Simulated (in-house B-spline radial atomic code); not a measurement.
## The tellurium ion Te⁵⁺: [Kr] 4d10 5s1

Method: non-relativistic BHandHLYP, spin-polarised, spherical fractional occupations, exact exchange averaged over the configuration, point nucleus. Calculated with a radial B-spline atomic code at the basis-set limit.

Z_r = [3n² - l(l+1)]/(2<r>); Z_e = n√(-2ε); the last column is Slater's effective charge. Values are occupation-weighted means over spin.

```csv
shell,electrons,ε (eV),<r> (bohr),Z_r,Z_e,Slater
1s,2,-30646,0.02924,51.30,47.46,51.70
2s,2,-4683.6,0.1259,47.65,37.11,47.85
2p,6,-4393.8,0.1074,46.56,35.94,47.85
3s,2,-995.97,0.3348,40.32,25.67,40.75
3p,6,-873.95,0.3256,38.39,24.04,40.75
3d,10,-648.67,0.2964,35.42,20.71,30.85
4s,2,-223.73,0.7931,30.26,16.22,24.25
4p,6,-180.47,0.8316,27.66,14.57,24.25
4d,10,-106.5,0.9462,22.19,11.19,12.85
5s,1,-65.586,1.888,19.86,10.98,8.70
```

The least bound orbital is 5s up at -65.59 eV, and it is also the most diffuse (<r> = 1.888 bohr).
